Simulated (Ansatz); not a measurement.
```yaml
crystal:
  periodic: [false, false, false]
  atoms:
    - {symbol: B, position_ang: [-0.342526, 0.420807, 0.140378]}
    - {symbol: B, position_ang: [1.297901, 0.600897, 0.639074]}
    - {symbol: B, position_ang: [-1.282760, -0.949696, 0.179491]}
    - {symbol: B, position_ang: [0.437033, 1.676083, -0.692991]}
    - {symbol: B, position_ang: [0.490148, -1.003530, 0.677321]}
    - {symbol: B, position_ang: [-0.279676, 0.707600, -1.711268]}
    - {symbol: Sb, position_ang: [2.447960, 0.613015, -1.329716]}
    - {symbol: Sb, position_ang: [0.291029, 2.465414, 1.441128]}
    - {symbol: Sb, position_ang: [-0.847596, -1.887055, 2.246774]}
    - {symbol: Sb, position_ang: [-2.149642, 0.630154, 1.756408]}
    - {symbol: Sb, position_ang: [1.304025, -2.061358, -1.220242]}
    - {symbol: Sb, position_ang: [-1.365897, -1.212341, -2.126358]}
basis:
  gaussian: {orbitals: def2-SVPD, fitting: {mean_field: def2-universal-jkfit}}
hamiltonian: {xc: {name: PBE0}}
output: {forces: true}
```

```sh
$ ansatz run in.yaml --threads 4 --pin off --events-out ev --progress --plain --max-ram 6963MiB
```

It prints (some lines left out):

```
Functional definition: PBE0
1758 factors; integrals over basis functions are off by at most 1.0e-2 eV
mean field evaluation 1: about -43245.5290 eV, gradient 1.1e2 eV
mean field evaluation 2: about -42772.4644 eV, gradient 3.4e2 eV
mean field evaluation 4: about -43272.7456 eV, gradient 3.9e1 eV
mean field evaluation 8: about -43278.4453 eV, gradient 7.6e-1 eV
mean field evaluation 16: about -43278.4503 eV, gradient 7.4e-4 eV
mean field -43278.45029896 eV, -1590.4537132995 hartree, gradient 4.4e-5 eV, S^2 0.000000; 0 other end points of the search recorded, 0 dependent functions left out
reference -43278.45033727 eV, -1590.4537147073 hartree; 84, 84 occupied and 228, 228 virtual orbitals, 1758 factors
Total energy: -43278.45033727 eV, -1590.4537147073 hartree
Atom 0 at    -0.342526     0.420807     0.140378 Å, force    -0.027562    -0.022299     0.110604 eV/Å
Atom 1 at     1.297901     0.600897     0.639074 Å, force     0.030893     0.110277    -0.088942 eV/Å
Atom 2 at    -1.282760    -0.949696     0.179491 Å, force    -0.023105    -0.000448    -0.060648 eV/Å
Atom 3 at     0.437033     1.676083    -0.692991 Å, force    -0.064848    -0.081910    -0.015498 eV/Å
Atom 4 at     0.490148    -1.003530     0.677321 Å, force    -0.079678    -0.022582    -0.037600 eV/Å
Atom 5 at    -0.279676     0.707600    -1.711268 Å, force     0.102562    -0.050621     0.075823 eV/Å
Atom 6 at     2.447960     0.613015    -1.329716 Å, force    -0.159195    -0.090727     0.136106 eV/Å
Atom 7 at     0.291029     2.465414     1.441128 Å, force    -0.001590    -0.151756    -0.085017 eV/Å
Atom 8 at    -0.847596    -1.887055     2.246774 Å, force     0.025106     0.181347    -0.155748 eV/Å
Atom 9 at    -2.149642     0.630154     1.756408 Å, force     0.205300    -0.117252    -0.068167 eV/Å
Atom 10 at     1.304025    -2.061358    -1.220242 Å, force    -0.118442     0.205478     0.058518 eV/Å
Atom 11 at    -1.365897    -1.212341    -2.126358 Å, force     0.110559     0.040494     0.130568 eV/Å
Dipole moment:     0.046100     0.079436     0.179105 e Å
```

Hardware: 4 threads of Arm Neoverse V2 on a shared host. Wall time 21 s, peak host memory 1.6 GiB.

In the def2 sets Sb takes a core potential; there is no spin–orbit coupling.
